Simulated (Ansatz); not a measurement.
Start from `[OH][In]([SH])[Br]` and change one atom or group to get `[OH][In]([Cl])[Br]`.

Ansatz, PBE0-D4/def2-TZVP geometries, multiplicity 1. Each molecule was computed in one conformer, which needn't be the lowest.

Elements past krypton have def2 core potentials. Scalar relativity is left out up to krypton.

```tsv
property	`[OH][In]([SH])[Br]`
size of the dipole moment (PBE/def2-TZVPP) / D	0.88
LUMO energy (B3LYP/def2-TZVPP) / eV	-2.48
LUMO energy (PBE/def2-TZVPP) / eV	-3.02
HOMO–LUMO gap (B3LYP/def2-TZVPP) / eV	5.30
size of the dipole moment (B3LYP/def2-TZVPP) / D	0.78
LUMO energy (ωB97M-V/def2-TZVPP) / eV	-0.29
```

(1) Give the same properties after the change, and the shifts. (Best estimate.)

Answers

(1) The calculation gave: 
| property | `[OH][In]([Cl])[Br]` | shift |
| --- | --- | --- |
| size of the dipole moment (PBE/def2-TZVPP) / D | 0.97 | 0.09 |
| LUMO energy (B3LYP/def2-TZVPP) / eV | -2.91 | -0.43 |
| LUMO energy (PBE/def2-TZVPP) / eV | -3.46 | -0.44 |
| HOMO–LUMO gap (B3LYP/def2-TZVPP) / eV | 5.63 | 0.33 |
| size of the dipole moment (B3LYP/def2-TZVPP) / D | 0.93 | 0.15 |
| LUMO energy (ωB97M-V/def2-TZVPP) / eV | -0.66 | -0.37 |

With PBE0 the HOMO falls by 0.78 eV and the LUMO falls by 0.42 eV, so the gap widens by about 0.36 eV. PBE moves the HOMO by -0.73 eV and ωB97M-V by -0.80 eV. Dipoles are sizes alone; their direction can turn.

B3LYP here is the variant with VWN-RPA as its local correlation; programs differ in this.

Spin–orbit coupling is left out; it splits and shifts lone-pair levels of the heavy atoms by tenths of an eV.
